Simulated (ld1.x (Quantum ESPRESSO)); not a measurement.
Configuration tests for oxygen (O) (RRKJ)

* Element: O
* Generator: ld1.x (Quantum ESPRESSO) 7.5
* Type: norm-conserving RRKJ (Kleinman–Bylander form)
* Functional: PBE
* Relativity: non-relativistic
* Frozen core: [He]
* Valence charge: 6
* Reference configuration: 2s2 2p2 (charge +2)
* Partial waves: 2p (bound): rc 2.00 bohr; 3d channel at -0.1 Ry: rc 1.75 bohr; 2s (bound): rc 0.65 bohr
* Local potential: the s channel
* Core correction: Bessel-smoothed model core, default radius (core density twice the valence density)

Energies are relative to the spin-unpolarised reference configuration 2s2 2p2; without spin polarisation the order of configurations can differ from experiment.

```csv
valence configuration,charge,ΔE all-electron (eV),error AE − PS (meV)
2s2 2p4,0,-50.033,+872
2s2 2p3,+1,-33.594,+365
2s2 2p1,+3,53.872,+759
2s1 2p4,+1,-18.424,+897
2s0 2p6,0,-20.204,+2275
2s1 2p5,0,-35.136,+1589
```

What are ΔE and the potential's error for 2s2 2p0?

ΔE = 130.774 eV all-electron; the error (AE − PS) is +3994 meV.

Levels in the configuration 2s1 2p5:

```tsv
level	all-electron (eV)	pseudo (eV)
2s	-24.369	-24.104
2p	-9.455	-9.890
```
